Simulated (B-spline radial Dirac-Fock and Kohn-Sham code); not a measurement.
## K-line shifts caused by a second vacancy in Eu³⁶⁺

System: europium as Eu³⁶⁺, [Ar] 3d9.

The run's input, task.json:

```json
{"items": [{
  "Z": 63,
  "q": 36,
  "cfg": [[1, 0, 2], [2, 0, 2], [2, 1, 6], [3, 0, 2], [3, 1, 6], [3, 2, 9]],
  "A": 153,
  "rrms": 5.1115,
  "do": ["binding", "quiet", "double"]
}]}
```

Run with: `python xray_run.py task.json out`

Method: relaxed Dirac-Fock hole states (ΔSCF) with Breit and QED corrections and a finite nucleus. Computed with a radial atomic solver. Each two-hole energy is an average over J within one jj subconfiguration, not an observable level; in light atoms, where LS coupling holds, the j-resolved values are not observed lines, and for a K spectator the Kα1 hypersatellite is nearly forbidden. The model has no electron correlation.

Lines without a spectator: Kα2 (K-L2) 40937.2 eV, Kα1 (K-L3) 41582.0 eV, Kβ3 (K-M2) 47059.8 eV, Kβ1 (K-M3) 47201.5 eV. Shifts in eV with one spectator hole (a dash: not computed, or left out as unreliable):

```csv
spectator hole,Kα2,Kα1,Kβ3,Kβ1
K (1s),+780.8,+822.4,+1009.7,+1019.7
L2 (2p1/2),+95.6,+124.2,–,+252.3
L3 (2p3/2),+82.7,+86.7,+207.6,–
M2 (3p1/2),–,+20.24,+44.8,+52.3
M3 (3p3/2),+13.43,–,+42.3,+42.5
```
